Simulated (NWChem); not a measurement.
# Si$_{2}$H$_{3}$I, singlet; SMILES I[Si][SiH3]

Program: NWChem. Pople sets run with spherical d functions. Low-valent species are run as closed-shell singlets; no triplet was tried in these runs. Structure relaxed at the PBE0/def2-SVP (def2 core potentials past Kr) level.

Estimate the computed values for PBE0/6-311G**, non-relativistic. Quantities: highest occupied level (eV); orbital gap (eV); dipole (D).


- highest occupied level (eV) = -6.51
- orbital gap (eV) = 2.98
- dipole (D) = 0.87
